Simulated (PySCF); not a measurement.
Vibration and rotation of NaGa⁺

UHF-CCSD(T) constants of NaGa⁺, ²Σ⁺ (doublet), unpaired electrons σ ↑ (Na aug-pcseg-1, Ga aug-pcseg-1; no relativity (PySCF 2.14); masses 22.9898 and 68.9256 u):

```
ωe             : 105.4 cm⁻¹
ωexe           : 0.305 cm⁻¹
Be             : 0.079914 cm⁻¹
αe             : 0.000460 cm⁻¹
De to Na⁺ + Ga : 0.80 eV
```

Q: What force constant and bond length do these constants imply?

A: Reduced mass μred = 17.240 u; k = 5.8918×10⁻⁷·μred·ωe² (u, cm⁻¹, mdyn/Å) = 0.113 mdyn/Å; Re = √(16.8576/(μred·Be)) (u, cm⁻¹, Å) = 3.498 Å.

Q: Estimate the centrifugal constant D from the Kratzer relation and find the Dunham coefficient a1.

A: D = 4Be³/ωe² = 1.84e-07 cm⁻¹; a1 = −1 − αeωe/(6Be²) = -2.27.

Correlated steps freeze 10 core orbitals. Correlated levels converge slowly with the basis: in double zeta they bind strong bonds too weakly, by up to about 1 eV, and carry superposition errors of some tenths. Spin–orbit coupling is left out. For an ion De counts to the pair picked by the measured ionisation energies or electron affinities, which need not be the lowest pair at this level. The state is the lowest determinant that a PBE0 search found; another state may lie lower at other levels.
